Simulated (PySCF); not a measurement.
MoO3, charge +1, doublet, at a GFN2-xTB geometry (such geometries of metal compounds can be far from the true shape) (the multiplicity is a formal guess) (core potentials on Mo); PBE0/def2-SV(P) run with PySCF.

Input for PySCF:
```python
from pyscf import gto, scf, dft

mol = gto.M(
    atom='''
Mo    0.000000   -0.000000   -0.000000
O    -1.135551   -1.199525   -0.099646
O    -0.101191    1.319695   -0.993192
O     1.236741   -0.120170    1.092838
''',
    basis='def2-sv(p)',
    ecp={'Mo': 'def2-sv(p)'},
    charge=1,
    spin=1,
    verbose=4,
)

mf = dft.UKS(mol)
mf.xc = 'pbe0'
mf.kernel()
```

Output, abridged:

```
PySCF version 2.14.0

[INPUT] verbose = 4
[INPUT] num. atoms = 4
[INPUT] num. electrons = 37
[INPUT] charge = 1
[INPUT] spin (= nelec alpha-beta = 2S) = 1
[INPUT] symmetry False subgroup None
[INPUT] Mole.unit = angstrom
[INPUT] Symbol           X                Y                Z      unit          X                Y                Z       unit  Magmom
[INPUT]  1 Mo     0.000000000000   0.000000000000   0.000000000000 AA    0.000000000000   0.000000000000   0.000000000000 Bohr   0.0
[INPUT]  2 O     -1.135551000000  -1.199525000000  -0.099646000000 AA   -2.145880390476  -2.266773729569  -0.188303649408 Bohr   0.0
[INPUT]  3 O     -0.101191000000   1.319695000000  -0.993192000000 AA   -0.191223276271   2.493862117958  -1.876860869109 Bohr   0.0
[INPUT]  4 O      1.236741000000  -0.120170000000   1.092838000000 AA    2.337101777021  -0.227088388389   2.065164518517 Bohr   0.0

nuclear repulsion = 142.898077847934
number of shells = 28
number of NR pGTOs = 122
number of NR cGTOs = 66
basis = def2-sv(p)
ecp = {'Mo': 'def2-sv(p)'}

******** <class 'pyscf.dft.uks.UKS'> ********
method = UKS
initial guess = minao
damping factor = 0
level_shift factor = 0
DIIS = <class 'pyscf.scf.diis.CDIIS'>
diis_start_cycle = 1
diis_space = 8
diis_damp = 0
SCF conv_tol = 1e-09
SCF conv_tol_grad = None
SCF max_cycles = 50
direct_scf = True
direct_scf_tol = 1e-13
number electrons alpha = 19  beta = 18
XC library pyscf.dft.libxc version 7.1.2
    S. Lehtola, C. Steigemann, M. J. T. Oliveira, and M. A. L. Marques,  SoftwareX 7, 1–5 (2018)
XC functionals = pbe0
    C. Adamo and V. Barone,  J. Chem. Phys. 110, 6158 (1999)
    M. Ernzerhof and G. E. Scuseria,  J. Chem. Phys. 110, 5029 (1999)
radial grids:
    Treutler-Ahlrichs [JCP 102, 346 (1995); DOI:10.1063/1.469408] (M4) radial grids

becke partition: Becke, JCP 88, 2547 (1988); DOI:10.1063/1.454033
pruning grids: <function nwchem_prune>
grids dens level: 3
symmetrized grids: False
atomic radii adjust function: <function treutler_atomic_radii_adjust>
small_rho_cutoff = 0
Set gradient conv threshold to 3.16228e-05
tot grids = 64688
init E= -286.03678719702

cycle= 1 E= -292.531193927649  delta_E= -6.49  |g|= 1.01  |ddm|= 2.35
cycle= 2 E= -287.199838334982  delta_E= 5.33  |g|= 3.35  |ddm|= 3.51
cycle= 3 E= -292.968224159108  delta_E= -5.77  |g|= 0.199  |ddm|= 3.21
cycle= 4 E= -292.884983936589  delta_E= 0.0832  |g|= 0.499  |ddm|= 0.447
cycle= 5 E= -292.98499693921  delta_E= -0.1  |g|= 0.0943  |ddm|= 0.349
cycle= 6 E= -292.983772462973  delta_E= 0.00122  |g|= 0.111  |ddm|= 0.128
cycle= 7 E= -292.98882463728  delta_E= -0.00505  |g|= 0.0162  |ddm|= 0.0796
cycle= 8 E= -292.989012847428  delta_E= -0.000188  |g|= 0.00498  |ddm|= 0.0198
cycle= 9 E= -292.989065721973  delta_E= -5.29e-05  |g|= 0.00336  |ddm|= 0.0178
cycle= 10 E= -292.989076916917  delta_E= -1.12e-05  |g|= 0.00247  |ddm|= 0.0061
cycle= 11 E= -292.989087868244  delta_E= -1.1e-05  |g|= 0.00273  |ddm|= 0.0098
cycle= 12 E= -292.989088495574  delta_E= -6.27e-07  |g|= 0.00275  |ddm|= 0.000586
cycle= 13 E= -292.989071214215  delta_E= 1.73e-05  |g|= 0.0019  |ddm|= 0.0191
cycle= 14 E= -292.989058334523  delta_E= 1.29e-05  |g|= 0.00099  |ddm|= 0.0236
cycle= 15 E= -292.989055114707  delta_E= 3.22e-06  |g|= 0.000355  |ddm|= 0.0223
cycle= 16 E= -292.989055159196  delta_E= -4.45e-08  |g|= 9.79e-05  |ddm|= 0.00159
cycle= 17 E= -292.989055173874  delta_E= -1.47e-08  |g|= 6.85e-05  |ddm|= 0.00135
cycle= 18 E= -292.989055176551  delta_E= -2.68e-09  |g|= 2.99e-05  |ddm|= 0.000468
cycle= 19 E= -292.989055180273  delta_E= -3.72e-09  |g|= 2.29e-05  |ddm|= 0.000468
cycle= 20 E= -292.98905518347  delta_E= -3.2e-09  |g|= 1.86e-05  |ddm|= 0.000261
cycle= 21 E= -292.989055187048  delta_E= -3.58e-09  |g|= 1.87e-05  |ddm|= 0.000185
cycle= 22 E= -292.9890551908  delta_E= -3.75e-09  |g|= 1.82e-05  |ddm|= 0.000174
cycle= 23 E= -292.989055192846  delta_E= -2.05e-09  |g|= 1.82e-05  |ddm|= 8.92e-05
cycle= 24 E= -292.989055190587  delta_E= 2.26e-09  |g|= 1.82e-05  |ddm|= 9.99e-05
cycle= 25 E= -292.989055183272  delta_E= 7.31e-09  |g|= 1.78e-05  |ddm|= 0.000319
cycle= 26 E= -292.989055182006  delta_E= 1.27e-09  |g|= 1.81e-05  |ddm|= 6.31e-05
cycle= 27 E= -292.989055111392  delta_E= 7.06e-08  |g|= 1.78e-05  |ddm|= 0.00309
cycle= 28 E= -292.989055019467  delta_E= 9.19e-08  |g|= 1.78e-05  |ddm|= 0.00406
cycle= 29 E= -292.989055039922  delta_E= -2.05e-08  |g|= 1.78e-05  |ddm|= 0.000908
cycle= 30 E= -292.989054165768  delta_E= 8.74e-07  |g|= 0.000159  |ddm|= 0.0399
cycle= 31 E= -292.989053997684  delta_E= 1.68e-07  |g|= 0.000229  |ddm|= 0.00692
cycle= 32 E= -292.989054104569  delta_E= -1.07e-07  |g|= 0.00018  |ddm|= 0.00436
cycle= 33 E= -292.989053496084  delta_E= 6.08e-07  |g|= 0.000395  |ddm|= 0.0255
cycle= 34 E= -292.989054041344  delta_E= -5.45e-07  |g|= 0.000222  |ddm|= 0.0231
cycle= 35 E= -292.989054495669  delta_E= -4.54e-07  |g|= 8.05e-05  |ddm|= 0.0201
cycle= 36 E= -292.989054543512  delta_E= -4.78e-08  |g|= 8.75e-05  |ddm|= 0.00235
cycle= 37 E= -292.989054529743  delta_E= 1.38e-08  |g|= 8.31e-05  |ddm|= 0.0007
cycle= 38 E= -292.989054531897  delta_E= -2.15e-09  |g|= 7.64e-05  |ddm|= 4.99e-05
cycle= 39 E= -292.989054653577  delta_E= -1.22e-07  |g|= 8.06e-05  |ddm|= 0.00577
cycle= 40 E= -292.989054205228  delta_E= 4.48e-07  |g|= 0.000122  |ddm|= 0.0213
cycle= 41 E= -292.989054241023  delta_E= -3.58e-08  |g|= 0.000105  |ddm|= 0.00161
cycle= 42 E= -292.989055014592  delta_E= -7.74e-07  |g|= 7.88e-05  |ddm|= 0.0361
cycle= 43 E= -292.98905571484  delta_E= -7e-07  |g|= 0.000227  |ddm|= 0.0322
cycle= 44 E= -292.98905566636  delta_E= 4.85e-08  |g|= 0.000193  |ddm|= 0.0027
cycle= 45 E= -292.989055894355  delta_E= -2.28e-07  |g|= 0.000388  |ddm|= 0.0147
cycle= 46 E= -292.989055728579  delta_E= 1.66e-07  |g|= 0.00038  |ddm|= 0.00709
cycle= 47 E= -292.989053974791  delta_E= 1.75e-06  |g|= 0.000157  |ddm|= 0.0862
cycle= 48 E= -292.989053832009  delta_E= 1.43e-07  |g|= 0.000192  |ddm|= 0.00693
cycle= 49 E= -292.989053966396  delta_E= -1.34e-07  |g|= 0.000193  |ddm|= 0.00733
cycle= 50 E= -292.98905458173  delta_E= -6.15e-07  |g|= 8.4e-05  |ddm|= 0.0289
SCF not converged.
SCF energy = -292.98905458173 after 50 cycles  <S^2> = 0.79785471  2S+1 = 2.0472955
```

The run did not converge; its last values are not results.
